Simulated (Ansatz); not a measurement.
H3FGeO2 (SMILES [OH][GeH]([OH])[F]), singlet, geometry from GFN2-xTB; Ansatz (an electronic-structure program) with PBE/def2-TZVPD.

Ansatz was given this input:
Ansatz 0.2 input:
```yaml
crystal:
  periodic: [false, false, false]
  atoms:
    - {symbol: Ge, position_ang: [0.16463252, 0.06007790, -0.21710755]}
    - {symbol: O, position_ang: [-0.67253099, 1.50094725, 0.10918060]}
    - {symbol: O, position_ang: [-0.97991554, -1.19226387, -0.50679352]}
    - {symbol: F, position_ang: [0.99057305, -0.45156941, 1.23835715]}
    - {symbol: H, position_ang: [1.20974180, 0.32288366, -1.22869270]}
    - {symbol: H, position_ang: [-1.48511850, 1.44499296, 0.61195952]}
    - {symbol: H, position_ang: [-0.68844905, -2.09571152, -0.40013641]}
basis:
  gaussian:
    orbitals: def2-TZVPD
hamiltonian:
  xc: pbe
```

Question: Write the output that Ansatz gives for this input, abridged.

Answer: 
```
Functional definition: PBE
1091 factors; their error is unknown
mean field evaluation 1: about -63354.5254 eV, gradient 9.7e1 eV
mean field evaluation 2: about -63286.7156 eV, gradient 2.1e2 eV
mean field evaluation 4: about -63367.5210 eV, gradient 2.2e1 eV
mean field evaluation 8: about -63368.1941 eV, gradient 1.7e-1 eV
mean field evaluation 16: about -63368.1845 eV, gradient 8.1e-5 eV
mean field -63368.18451204 eV, -2328.7378283192 hartree, gradient 2.7e-5 eV, S^2 0.000000; 0 other end points of the search recorded, 0 dependent functions left out
reference -63368.18456926 eV, -2328.7378304222 hartree; 30, 30 occupied and 171, 171 virtual orbitals, 1091 factors
Total energy: -63368.18456926 eV, -2328.7378304222 hartree
```
